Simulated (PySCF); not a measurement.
## Calculated data, BH4N2O, BH4NOSi, CH3BNO, B2FH5N and others

Computed with PySCF 2.14.0. Calculation on a computer-drawn molecule: optimised geometry and harmonic frequencies of an isolated molecule of the commonest isotopes, restricted reference for singlets and unrestricted otherwise, frozen core in MP2.

(1) BH4N2O

Start structure:
```xyz
8
BH4N2O
N     -1.0481     1.1853     0.6693
B     -0.6199    -0.1427    -0.0913
N     -0.1949    -1.1739     0.9255
O     -0.8550    -0.2759    -1.3063
H     -0.3962     1.3325     1.4546
H     -1.0091     1.9684     0.1178
H     -0.3135    -2.0940     0.5364
H     -0.6412    -1.1121     1.7800
```

* charge: -1
* multiplicity: 1
* method: HF
* basis: aug-cc-pVDZ
* rotational constants: 9.602, 9.161, 4.738 GHz
* total energy: -210.9224 hartree
* convergence status largest gradient component: 2.389e-05 hartree/bohr

Drawn bonds:
```tsv
atom	other atom	order
1	2	1
2	3	1
2	4	1
1	5	1
1	6	1
3	7	1
3	8	1
```

Optimised structure:
```xyz
8
BH4N2O
N     -0.9838     1.1736     0.6814
B     -0.6932    -0.1111    -0.0473
N     -0.2266    -1.1787     0.9057
O     -0.8261    -0.2748    -1.3170
H     -0.3997     1.3871     1.4664
H     -1.0260     1.9601     0.0647
H     -0.2898    -2.0958     0.5111
H     -0.6326    -1.1728     1.8211
```

Modes:
```tsv
frequency (cm⁻¹)	reduced mass (dalton)
356	1.025
389.4	2.632
403.8	1.137
473	4.103
510.4	1.276
598.6	1.26
781.9	4.075
792.3	4.888
916.1	1.669
1064	1.479
1191	3.056
1595	4.841
1706	1.136
1725	1.236
3741	1.05
3742	1.05
3837	1.093
3838	1.094
```

(2) BH4NOSi

Start structure:
```xyz
8
BH4NOSi
N     -0.2345     0.0162     0.6262
B     -0.4070    -0.7530     1.7838
O     -1.2813    -0.4182     2.6946
Si     0.5651    -2.4356     1.9725
H      0.3595    -0.0573    -0.1218
H     -0.8913     0.8284     0.4121
H     -1.9464     0.2934     2.5241
H      1.8202    -2.2616     2.5983
```

- charge: 0
- multiplicity: 1
- method: HF
- basis: cc-pV(D+d)Z
- rotational constants: 9.463, 3.911, 2.836 GHz
- total energy: -445.2929 hartree
- convergence status largest gradient component: 1.004e-05 hartree/bohr

Drawn bonds:
```tsv
atom	other atom	order
1	2	1
2	3	1
2	4	1
1	5	1
1	6	1
3	7	1
4	8	1
```

Optimised structure:
```xyz
8
BH4NOSi
N     -0.2967     0.0619     0.5702
B     -0.4265    -0.8018     1.6757
O     -1.2975    -0.5245     2.7028
Si     0.5698    -2.6059     1.9097
H      0.3204    -0.1149    -0.1930
H     -0.7961     0.9244     0.4767
H     -1.7834     0.2826     2.6084
H      1.6943    -2.0096     2.7392
```

Modes:
```tsv
frequency (cm⁻¹)	reduced mass (dalton)
161.8	1.143
174	4.62
346.9	2.525
355.6	1.748
372.4	1.477
477.2	1.056
571.9	3.018
614.9	1.402
788.1	1.532
948	1.452
1072	1.652
1323	2.893
1393	5.314
1750	1.196
2126	1.042
3797	1.054
3911	1.095
4127	1.066
```

(3) CH3BNO

Start structure:
```xyz
7
CH3BNO
N      2.2498     2.1521    -0.4543
B      0.9420     2.1062     0.2741
C     -0.4387     2.4614    -0.1010
O     -1.3202     3.3273     0.3978
H      2.3975     2.6019    -1.2509
H      3.0598     1.7497     0.0548
H     -0.9660     1.4801    -0.5598
```

* charge: -1
* multiplicity: 1
* method: HF
* basis: aug-cc-pVDZ
* rotational constants: 33.9, 4.493, 4.266 GHz
* total energy: -193.5868 hartree
* convergence status largest gradient component: 3.714e-05 hartree/bohr

Drawn bonds:
```tsv
atom	other atom	order
1	2	1
2	3	2
3	4	1
1	5	1
1	6	1
3	7	1
```

Optimised structure:
```xyz
7
CH3BNO
N      2.1205     2.1407    -0.3409
B      1.0001     1.8704     0.4976
C     -0.3917     2.3529    -0.0446
O     -0.9977     3.3987     0.1308
H      2.0839     2.7002    -1.1730
H      3.0431     1.8673    -0.0957
H     -0.9340     1.5485    -0.6135
```

Modes:
```tsv
frequency (cm⁻¹)	reduced mass (dalton)
159.4	4.05
310.2	2.185
430.8	1.751
473.9	1.673
707.7	1.692
822.1	3.05
983.2	1.61
1086	1.549
1256	4.699
1473	1.319
1739	8.111
1748	1.165
2831	1.077
3699	1.059
3888	1.086
```

(4) CH3BNO

Start structure:
```xyz
7
CH3BNO
N      2.1204     2.1407    -0.3409
B      1.0001     1.8704     0.4976
C     -0.3917     2.3529    -0.0446
O     -0.9977     3.3987     0.1308
H      2.0839     2.7002    -1.1730
H      3.0431     1.8673    -0.0957
H     -0.9340     1.5485    -0.6135
```

* charge: -1
* multiplicity: 1
* method: MP2
* basis: aug-cc-pVDZ
* rotational constants: 37.52, 4.173, 4.015 GHz
* total energy: -194.1955 hartree
* convergence status largest gradient component: 2.482e-05 hartree/bohr

Drawn bonds:
```tsv
atom	other atom	order
1	2	1
2	3	2
3	4	1
1	5	1
1	6	1
3	7	1
```

Optimised structure:
```xyz
7
CH3BNO
N      2.1659     2.1451    -0.3503
B      0.9775     1.9340     0.4060
C     -0.4200     2.3626    -0.0556
O     -1.1038     3.4063     0.2173
H      2.1978     2.6790    -1.2213
H      3.0754     1.8334    -0.0434
H     -0.9688     1.5184    -0.5922
```

Modes:
```tsv
frequency (cm⁻¹)	reduced mass (dalton)
144.7	4.477
264.7	2.38
427.6	2.148
478.8	1.459
695.5	1.615
811.9	2.756
869.1	1.842
976.4	1.375
1269	2.459
1341	2.164
1483	4.999
1610	1.159
2669	1.075
3452	1.06
3682	1.084
```

(5) B2FH5N

Start structure:
```xyz
9
B2FH5N
N      0.8742    -0.9624    -1.5586
B      1.0388     0.1353    -0.7309
B      1.3624    -0.1977     0.9576
F      1.3351     1.0465     1.7784
H      1.0023    -1.8987    -1.2947
H      0.7407    -0.9069    -2.6479
H      0.9533     1.1540    -1.3007
H      0.4167    -0.9045     1.4426
H      2.3616    -0.8309     1.1201
```

* charge: -1
* multiplicity: 1
* method: HF
* basis: aug-cc-pVDZ
* rotational constants: 29.67, 3.196, 2.989 GHz
* total energy: -206.2564 hartree
* convergence status largest gradient component: 9.47e-06 hartree/bohr

Drawn bonds:
```tsv
atom	other atom	order
1	2	1
2	3	1
3	4	1
1	5	1
1	6	1
2	7	1
3	8	1
3	9	1
```

Optimised structure:
```xyz
9
B2FH5N
N      0.8187    -0.9857    -1.6260
B      1.0957     0.0827    -0.7222
B      1.3293    -0.1841     0.9801
F      1.1250     1.0374     1.7946
H      0.7008    -1.9206    -1.2995
H      0.7483    -0.8889    -2.6145
H      1.1946     1.1614    -1.3039
H      0.5619    -1.0834     1.4082
H      2.5107    -0.5843     1.1489
```

Modes:
```tsv
frequency (cm⁻¹)	reduced mass (dalton)
57.13	2.411
207.5	2.848
343.6	1.999
404.4	1.538
481.9	1.507
743.3	1.83
775.3	1.503
855.3	4.413
945.2	1.264
989.2	1.447
1033	1.123
1149	1.645
1183	1.761
1225	1.105
1337	2.414
1741	1.167
2178	1.098
2238	1.052
2438	1.089
3794	1.048
3898	1.099
```

(6) AlB2H5N

Start structure:
```xyz
9
AlB2H5N
N     -2.1822    -0.8472     0.0172
B     -1.1373    -0.0656     0.1806
B      0.3893    -0.6525     0.5016
Al     1.8930     0.5632     0.6171
H     -3.2431    -0.5007    -0.1026
H     -2.2796    -1.8229     0.2096
H     -1.3542     1.0775    -0.0286
H      0.6851    -1.7580     0.6686
H      3.1581     1.6321     0.7073
```

- charge: 0
- multiplicity: 2
- method: HF
- basis: cc-pV(D+d)Z
- rotational constants: 17.86, 2.159, 2.056 GHz
- total energy: -348.6200 hartree
- spin squared: 0.8
- convergence status largest gradient component: 7.291e-06 hartree/bohr

Drawn bonds:
```tsv
atom	other atom	order
1	2	1
2	3	1
3	4	1
1	5	1
1	6	1
2	7	1
3	8	1
4	9	1
```

Optimised structure:
```xyz
9
AlB2H5N
N     -1.9935    -0.6140    -0.4290
B     -1.3134    -0.1847     0.7128
B      0.3203    -0.5048     1.0676
Al     1.9467     0.7952     0.5999
H     -2.9579    -0.4117    -0.5914
H     -1.5827    -1.1743    -1.1462
H     -1.9458     0.4840     1.4997
H      0.5996    -1.4520     1.7653
H      2.8557     0.6881    -0.7080
```

Modes:
```tsv
frequency (cm⁻¹)	reduced mass (dalton)
86.29	3.864
159	1.805
227.4	1.464
318.3	1.869
402.3	1.094
474.5	2.655
550.6	1.28
593.9	1.485
720	1.651
793.5	1.51
892.8	1.86
954.5	1.158
1002	1.436
1211	1.629
1405	3.582
1760	1.196
1914	1.044
2615	1.09
2638	1.09
3812	1.05
3911	1.099
```

(7) BFH4NSi

Start structure:
```xyz
8
BFH4NSi
N     -0.1874     2.3210     0.6719
B      0.6105     1.2725     0.9093
Si     0.1358    -0.1584     2.1993
F      1.3131    -1.2212     2.2890
H      0.1137     3.0306     0.0411
H     -1.0401     2.5760     1.0344
H      1.6307     1.1471     0.3699
H     -0.7886    -0.6561     3.1446
```

- charge: 1
- multiplicity: 1
- method: HF
- basis: cc-pV(D+d)Z
- rotational constants: 24.6, 2.637, 2.381 GHz
- total energy: -469.6493 hartree
- convergence status largest gradient component: 5.681e-06 hartree/bohr

Drawn bonds:
```tsv
atom	other atom	order
1	2	1
2	3	1
3	4	1
1	5	1
1	6	1
2	7	1
3	8	1
```

Optimised structure:
```xyz
8
BFH4NSi
N     -0.1931     2.3204     0.6899
B      0.6960     1.3019     0.8552
Si     0.2436    -0.2019     2.1914
F      1.2879    -1.3566     2.3639
H     -0.0003     3.0676     0.0458
H     -1.0726     2.4324     1.1552
H      1.7350     1.1855     0.2942
H     -0.9087    -0.4378     3.0639
```

Modes:
```tsv
frequency (cm⁻¹)	reduced mass (dalton)
53.27	3.173
153.6	4.33
313.4	5.747
424.1	1.156
575.8	3.75
651.8	1.45
775.7	1.227
873.5	1.134
954.9	1.171
957	1.178
1016	8.561
1186	1.398
1461	3.4
1774	1.264
2428	1.045
2823	1.103
3767	1.055
3871	1.097
```

(8) BH8NSi2

Start structure:
```xyz
12
BH8NSi2
N      0.4077    -2.3022    -0.8659
B      1.1049    -1.2929    -0.1389
Si     0.2971     0.3050     0.4052
Si    -0.3971     0.3925     2.5835
H     -0.5057    -2.2130    -1.1252
H      0.7411    -3.2482    -1.1642
H      2.2563    -1.6183     0.0957
H      1.1655     1.5278     0.1613
H     -0.8561     0.6512    -0.4729
H      0.6829     0.1847     3.5189
H     -1.0522     1.6685     3.0358
H     -1.4311    -0.6788     2.9183
```

- charge: 0
- multiplicity: 1
- method: HF
- basis: cc-pV(D+d)Z
- rotational constants: 8.958, 1.711, 1.569 GHz
- total energy: -661.6975 hartree
- convergence status largest gradient component: 2.534e-05 hartree/bohr

Drawn bonds:
```tsv
atom	other atom	order
1	2	1
2	3	1
3	4	1
1	5	1
1	6	1
2	7	1
3	8	1
3	9	1
4	10	1
4	11	1
4	12	1
```

Optimised structure:
```xyz
12
BH8NSi2
N      0.4597    -2.3219    -0.9864
B      1.0632    -1.4330    -0.1077
Si     0.1966     0.3516     0.3856
Si    -0.3947     0.4393     2.6800
H     -0.4131    -2.1476    -1.4404
H      0.8657    -3.2022    -1.2309
H      2.1195    -1.7534     0.3735
H      1.1311     1.4802     0.1225
H     -1.0386     0.6030    -0.4124
H      0.8029     0.2440     3.5354
H     -1.0066     1.7466     3.0255
H     -1.3723    -0.6303     3.0069
```

Modes:
```tsv
frequency (cm⁻¹)	reduced mass (dalton)
52.15	3.175
98.28	1.079
132.2	2.376
238.8	2.209
384.6	1.189
426.8	3.778
485.5	1.117
539.3	1.899
622.1	1.246
645.6	1.562
648.5	1.839
759.9	1.086
814.9	1.181
965	1.13
969	1.139
986.8	1.138
1013	1.049
1027	1.035
1031	1.044
1218	1.494
1402	3.531
1761	1.213
2251	1.042
2269	1.037
2288	1.047
2293	1.049
2298	1.024
2669	1.094
3803	1.051
3904	1.099
```

(9) BH6N2Si

Start structure:
```xyz
10
BH6N2Si
N      0.5636     2.2211     1.6219
B      0.8509     2.2349     0.2683
Si     0.0804     0.9475    -0.9360
N     -1.1712    -0.1806    -0.4583
H     -0.1280     1.6134     2.0989
H      0.9268     2.9275     2.2715
H      1.6231     3.0409    -0.0570
H      0.2524     0.7037    -2.3506
H     -1.2673    -0.9648    -0.9781
H     -1.4300    -0.2616     0.5158
```

* charge: 0
* multiplicity: 2
* method: HF
* basis: cc-pV(D+d)Z
* rotational constants: 10.79, 3.573, 2.744 GHz
* total energy: -426.0431 hartree
* spin squared: 0.7629
* convergence status largest gradient component: 3.004e-05 hartree/bohr

Drawn bonds:
```tsv
atom	other atom	order
1	2	1
2	3	1
3	4	1
1	5	1
1	6	1
2	7	1
3	8	1
4	9	1
4	10	1
```

Optimised structure:
```xyz
10
BH6N2Si
N      0.3957     2.3180     1.5358
B      1.0037     2.1283     0.2995
Si     0.3456     0.6544    -0.9320
N     -1.0312    -0.1833    -0.2613
H     -0.4198     1.8145     1.8195
H      0.6942     3.0073     2.1949
H      1.9470     2.8191     0.0125
H     -0.0705     1.1347    -2.2781
H     -1.6920    -0.5941    -0.8956
H     -0.8721    -0.8168     0.5014
```

Modes:
```tsv
frequency (cm⁻¹)	reduced mass (dalton)
93.56	2.887
159.9	2.418
206.5	1.08
376.7	2.978
450.3	1.145
509.7	1.277
580.1	3.185
601.2	1.235
664.6	1.366
764	1.147
840.5	4.262
943.8	1.132
964.9	1.162
981.8	1.241
1212	1.533
1386	3.534
1700	1.106
1751	1.208
2263	1.042
2671	1.095
3757	1.051
3801	1.05
3844	1.094
3904	1.099
```

(10) BClH3NSi

Start structure:
```xyz
7
BClH3NSi
N     -0.3343     0.7425     0.9696
B     -1.0675    -0.2067     1.6236
Si    -3.0492    -0.1725     1.5967
Cl    -3.5844    -1.4711    -0.0671
H      0.6628     0.8191     1.0213
H     -0.6848     1.3917     0.2505
H     -0.4764    -0.8876     2.4043
```

* charge: 0
* multiplicity: 1
* method: HF
* basis: cc-pV(D+d)Z
* rotational constants: 8.885, 2.286, 1.949 GHz
* total energy: -829.3586 hartree
* convergence status largest gradient component: 3.628e-05 hartree/bohr

Drawn bonds:
```tsv
atom	other atom	order
1	2	1
2	3	1
3	4	1
1	5	1
1	6	1
2	7	1
```

Optimised structure:
```xyz
7
BClH3NSi
N     -0.2970     0.7824     0.9453
B     -1.1241    -0.1287     1.5910
Si    -3.1904    -0.0711     1.5527
Cl    -3.4047    -1.6235     0.1175
H      0.7004     0.7161     0.9719
H     -0.6216     1.5376     0.3778
H     -0.5963    -0.9973     2.2427
```

Modes:
```tsv
frequency (cm⁻¹)	reduced mass (dalton)
64.11	3.363
158.5	2.601
220.8	3.771
483.2	6.902
527.5	3.8
600.9	1.484
618.7	1.679
920.5	1.069
960.8	1.176
1209	1.496
1388	3.875
1765	1.196
2643	1.092
3803	1.051
3900	1.098
```
